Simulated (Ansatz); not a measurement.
Steps of a relaxation of `C=C(Cl)[SiH2]C` with RKS PBE-D4/def2-SVP.

```sh
$ ansatz run in.yaml --threads 4 --pin off --events-out ev --progress --plain --max-ram 10444MiB
```

```yaml
crystal:
  periodic: [false, false, false]
  atoms:
    - {symbol: C, position_ang: [1.049300, 1.478500, 1.316700]}
    - {symbol: C, position_ang: [0.860600, 0.283900, 0.798000]}
    - {symbol: Cl, position_ang: [2.267100, -0.715500, 0.710000]}
    - {symbol: Si, position_ang: [-0.698500, -0.372500, 0.182800]}
    - {symbol: C, position_ang: [-0.665300, -0.929100, -1.599600]}
    - {symbol: H, position_ang: [1.962700, 1.903700, 1.653600]}
    - {symbol: H, position_ang: [0.191100, 2.213600, 1.394200]}
    - {symbol: H, position_ang: [-1.154200, -1.507900, 1.032500]}
    - {symbol: H, position_ang: [-1.806600, 0.691300, 0.360300]}
    - {symbol: H, position_ang: [-0.368400, -0.091000, -2.207400]}
    - {symbol: H, position_ang: [0.054300, -1.725300, -1.688200]}
    - {symbol: H, position_ang: [-1.614900, -1.284900, -1.918900]}
basis:
  gaussian: {orbitals: def2-SVP}
hamiltonian: {xc: pbe, dispersion: d4}
relax: {f_tol: 0.03, max_steps: 200}
```

Positions (Å) and forces (eV/Å) along the path, 8 of 8 steps:

```xyz
12
step=1 energy=-23602.4562 eV
C     1.049    1.478    1.317   -2.263    2.595    0.350
C     0.861    0.284    0.798    1.251   -0.207    0.126
Cl    2.267   -0.716    0.710    0.680   -1.046   -0.279
Si   -0.699   -0.372    0.183   -2.617   -0.215   -0.308
C    -0.665   -0.929   -1.600    0.718    0.495    1.056
H     1.963    1.904    1.654    1.481    0.172    0.457
H     0.191    2.214    1.394    0.462   -0.715   -0.109
H    -1.154   -1.508    1.032    0.076   -0.312    0.224
H    -1.807    0.691    0.360    0.562   -0.220   -0.049
H    -0.368   -0.091   -2.207    0.331    0.723   -0.777
H     0.054   -1.725   -1.688    0.782   -0.770   -0.274
H    -1.615   -1.285   -1.919   -1.464   -0.498   -0.417
12
step=2 energy=-23602.7631 eV
C     1.045    1.528    1.288   -0.730    0.749    0.402
C     0.849    0.302    0.779    0.748    0.392    0.334
Cl    2.219   -0.778    0.658    0.241   -0.385   -0.104
Si   -0.765   -0.378    0.203   -0.888   -0.152   -0.270
C    -0.647   -0.929   -1.592    0.088    0.119    0.327
H     1.987    1.906    1.697    0.383   -0.107   -0.091
H     0.184    2.225    1.406    0.171   -0.289   -0.162
H    -1.145   -1.549    1.071   -0.005    0.019    0.023
H    -1.783    0.736    0.375    0.107   -0.186   -0.016
H    -0.368   -0.078   -2.231    0.062    0.183   -0.197
H     0.114   -1.716   -1.695    0.187   -0.172   -0.045
H    -1.613   -1.324   -1.925   -0.364   -0.170   -0.199
12
step=3 energy=-23602.7897 eV
C     1.041    1.527    1.374    0.507    0.368   -0.448
C     0.847    0.303    0.839    0.070    0.238    0.127
Cl    2.200   -0.816    0.648   -0.026    0.020    0.040
Si   -0.801   -0.379    0.205    0.028   -0.163    0.037
C    -0.647   -0.925   -1.597   -0.010   -0.035   -0.058
H     2.053    1.936    1.629   -0.494   -0.383    0.051
H     0.207    2.254    1.391   -0.012   -0.194    0.166
H    -1.174   -1.554    1.076   -0.027    0.041   -0.054
H    -1.816    0.715    0.377   -0.053    0.020   -0.006
H    -0.401   -0.059   -2.250   -0.034   -0.086    0.057
H     0.167   -1.678   -1.702   -0.112    0.098    0.030
H    -1.598   -1.380   -1.956    0.163    0.075    0.058
12
step=4 energy=-23602.8177 eV
C     1.058    1.553    1.315    0.174    0.149    0.208
C     0.855    0.316    0.816   -0.013    0.146    0.027
Cl    2.200   -0.817    0.662   -0.014    0.030   -0.007
Si   -0.799   -0.379    0.203    0.050   -0.054    0.000
C    -0.649   -0.927   -1.596   -0.011   -0.022   -0.039
H     2.052    1.917    1.664   -0.321   -0.192   -0.166
H     0.202    2.247    1.427    0.130   -0.142   -0.087
H    -1.177   -1.550    1.073    0.012    0.024   -0.014
H    -1.824    0.710    0.371   -0.026    0.024    0.002
H    -0.411   -0.063   -2.252   -0.015   -0.042    0.033
H     0.166   -1.674   -1.698   -0.049    0.044    0.012
H    -1.596   -1.388   -1.952    0.082    0.036    0.031
12
step=5 energy=-23602.8221 eV
C     1.056    1.548    1.320    0.029    0.173    0.090
C     0.852    0.317    0.814    0.007    0.062    0.020
Cl    2.200   -0.812    0.657    0.007   -0.018   -0.002
Si   -0.799   -0.379    0.204   -0.010   -0.020   -0.014
C    -0.648   -0.925   -1.594   -0.001   -0.002    0.002
H     2.046    1.906    1.664   -0.108   -0.102   -0.073
H     0.206    2.248    1.412    0.070   -0.104   -0.025
H    -1.175   -1.549    1.074    0.006    0.008   -0.001
H    -1.826    0.710    0.372   -0.003   -0.001    0.000
H    -0.411   -0.062   -2.248   -0.003   -0.004    0.002
H     0.167   -1.670   -1.694   -0.004    0.007    0.003
H    -1.592   -1.386   -1.948    0.010    0.001   -0.002
12
step=6 energy=-23602.8232 eV
C     1.059    1.552    1.321    0.036    0.029    0.034
C     0.847    0.324    0.813   -0.005    0.034    0.029
Cl    2.183   -0.819    0.659    0.034    0.001   -0.002
Si   -0.802   -0.377    0.204   -0.023   -0.006   -0.023
C    -0.647   -0.924   -1.593    0.002    0.000   -0.010
H     2.053    1.894    1.661   -0.057   -0.036   -0.033
H     0.213    2.254    1.416    0.026   -0.030   -0.016
H    -1.167   -1.549    1.074   -0.006    0.007    0.006
H    -1.835    0.708    0.370   -0.007   -0.005    0.002
H    -0.422   -0.060   -2.250   -0.002   -0.005    0.003
H     0.179   -1.658   -1.692   -0.008    0.008    0.004
H    -1.584   -1.399   -1.948    0.010    0.003    0.005
12
step=7 energy=-23602.8234 eV
C     1.060    1.550    1.325   -0.011    0.007    0.014
C     0.845    0.323    0.817    0.033    0.001   -0.032
Cl    2.189   -0.813    0.649   -0.016    0.003    0.017
Si   -0.804   -0.375    0.203   -0.006   -0.005   -0.008
C    -0.646   -0.925   -1.593   -0.001    0.003    0.009
H     2.053    1.888    1.664    0.005   -0.002   -0.015
H     0.216    2.252    1.414   -0.004    0.001    0.015
H    -1.173   -1.543    1.077   -0.006   -0.004    0.000
H    -1.838    0.709    0.366    0.003    0.001    0.003
H    -0.426   -0.060   -2.251    0.000    0.001    0.000
H     0.183   -1.654   -1.690    0.003   -0.002    0.000
H    -1.580   -1.406   -1.946    0.000   -0.002   -0.002
12
step=8 energy=-23602.8235 eV
C     1.059    1.548    1.332   -0.004    0.008   -0.007
C     0.847    0.327    0.806   -0.007    0.001    0.015
Cl    2.191   -0.805    0.629    0.003   -0.007   -0.004
Si   -0.807   -0.369    0.199    0.014    0.004    0.012
C    -0.646   -0.930   -1.593   -0.004   -0.001   -0.014
H     2.054    1.884    1.667   -0.007   -0.003   -0.002
H     0.212    2.245    1.438    0.006    0.003    0.001
H    -1.179   -1.532    1.079   -0.005    0.002   -0.002
H    -1.836    0.721    0.359    0.003   -0.008   -0.002
H    -0.427   -0.070   -2.256    0.006   -0.002    0.002
H     0.186   -1.658   -1.681   -0.004    0.007   -0.003
H    -1.577   -1.416   -1.946   -0.001   -0.003    0.004
```

Hardware: 4 threads of an Arm Neoverse V2 on a shared host. Wall time 11 s, peak host memory 0.15 GiB.
